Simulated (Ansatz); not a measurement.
Reactions of C₄H₄F₄ (`FCC=C(F)C(F)F`).

Gas-phase electronic energies from Ansatz, PBE0-D4/def2-TZVP geometries. CCSD(T)/CBS is the MP2 limit (def2-TZVPP, def2-QZVPP) plus CCSD(T) − MP2 in def2-TZVPP, frozen cores. This one scheme is used for every species, atoms too. For atomizations the MP2-based limit and the directly extrapolated one differ by several kJ/mol either way, and by 10 to 25 for some Ge, Se and Sn compounds, so smaller differences from it don't rank the levels. Double bonds are as drawn, so ΔE can hold a change between cis and trans. Functionals use def2-TZVPP. No spin–orbit coupling; open shells (•) take unrestricted orbitals. Spin–orbit coupling would lower the free atoms: a little for C, F. For Br outer-core shells are correlated without core-valence functions, so the limit isn't a true one: a few kJ/mol of doubt a bond, and 10 to 20 or more in all where bonds break to atoms. Scalar relativity is left out up to krypton. One conformer a species, not always the lowest.

```json
{"reaction": "`FC/C=C(/F)C(F)F` → 4 C• + 4 F• + 4 H•", "B2PLYP (eV)": "51.10", "CCSD(T)/CBS(def2) (eV)": "51.54"}
{"reaction": "`FC/C=C(/F)C(F)F` → `F[C]F` + `F/C=C\\CF`", "B2PLYP (eV)": "2.39", "CCSD(T)/CBS(def2) (eV)": "2.45"}
{"reaction": "`FC/C=C(/F)C(F)F` → `F[C@@H]1C[C@@H](F)C1(F)F`", "B2PLYP (eV)": "-0.02", "CCSD(T)/CBS(def2) (eV)": "-0.13"}
{"reaction": "`FC/C=C(/F)C(F)F` → `FCC=C(F)F` + `[CH]F`", "B2PLYP (eV)": "3.86", "CCSD(T)/CBS(def2) (eV)": "3.90"}
{"reaction": "`FC/C=C(/F)C(F)F` → `C=C(F)C(F)F` + `[CH]F`", "B2PLYP (eV)": "3.74", "CCSD(T)/CBS(def2) (eV)": "3.74"}
{"reaction": "`FC/C=C(/F)C(F)F` + HBr → `FC(F)Br` + `F/C=C\\CF`", "B2PLYP (eV)": "0.19", "CCSD(T)/CBS(def2) (eV)": "0.24"}
{"reaction": "`FC/C=C(/F)C(F)F` + `CSS` → `CSSCF` + `C=C(F)C(F)F`", "B2PLYP (eV)": "-0.12", "CCSD(T)/CBS(def2) (eV)": "-0.13"}
{"reaction": "`FC/C=C(/F)C(F)F` + H₂ → `F/C=C\\CF` + `FCF`", "B2PLYP (eV)": "-0.63", "CCSD(T)/CBS(def2) (eV)": "-0.57"}
{"reaction": "`FC/C=C(/F)C(F)F` + H–F → `F/C=C(\\F)C(F)F` + `CF`", "B2PLYP (eV)": "0.58", "CCSD(T)/CBS(def2) (eV)": "0.72"}
{"reaction": "`FC/C=C(/F)C(F)F` → `F/C=C(\\F)C(F)F` + `[CH2]` (triplet)", "B2PLYP (eV)": "4.53", "CCSD(T)/CBS(def2) (eV)": "4.63"}
```

Largest T1 diagnostic: 0.018, for `[CH]F`.
